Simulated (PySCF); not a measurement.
# Trend along group 14: MBr cations

MP2 with double-zeta basis sets in PySCF, for the lowest determinant that a PBE0 search found; no spin–orbit coupling. De refers to high-spin ground-configuration atoms (the charge goes to the atom of lower measured ionisation energy or higher electron affinity, which is not always the lowest computed limit).

| M | basis | reference, frozen orbitals | charged atom | state (unpaired electrons) | Re (Å) | ωe (cm⁻¹) | De (eV) |
| --- | --- | --- | --- | --- | --- | --- | --- |
| C | cc-pVDZ/cc-pVDZ-PP | RHF, 5 | C+ | singlet (closed shell) | 1.696 | 1040 | 5.86 |
| Si | def2-SVP | RHF, 14 | Si+ | singlet (closed shell) | 2.116 | 549 | 4.39 |
| Ge | pcseg-1 | RHF, 18 | Ge+ | singlet (closed shell) | 2.242 | 367 | 3.94 |
| Sn | def2-SVP | RHF, 13 | Sn+ | singlet (closed shell) | 2.424 | 307 | 3.58 |
| Pb | def2-SVP | RHF, 13 | Pb+ | singlet (closed shell) | 2.519 | 266 | n/a |

The shortest bond is that of CBr⁺ (1.696 Å), the longest that of PbBr⁺ (2.519 Å).

The rows differ in basis set, which adds steps of its own.

Down a group the atoms grow and get heavier, so bonds lengthen and wavenumbers fall; this series shows no clear exception.

Correlated steps freeze the inner cores (5 to 18 orbitals); shallow outer-core shells are correlated. Correlated levels converge slowly with the basis: in double zeta they bind strong bonds too weakly, by up to about 1 eV, and carry superposition errors of some tenths. These are scalar-relativistic numbers at best; spin–orbit coupling would shift them, the dissociation energy most. For an ion De counts to the pair picked by the measured ionisation energies or electron affinities, which need not be the lowest pair at this level. Where the molecule has an RHF reference, its open-shell atoms are computed with UHF.
